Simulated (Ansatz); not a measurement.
`[O]=[Mo]([F])([F])([F])[F]`, charge 0, multiplicity 1.

Q: Give a relaxed structure at PBE0-D4/def2-TZVP (Ansatz). (Best estimate.)

A: Computed: 
```xyz
6

O     1.3712    0.2838    1.0886
Mo    0.0818    0.0172    0.0652
F     1.0272    0.3707   -1.4340
F    -0.9410    1.3150    0.7969
F    -0.1500   -1.6973    0.5880
F    -1.3891   -0.2894   -1.1045
```
Point group C3v.
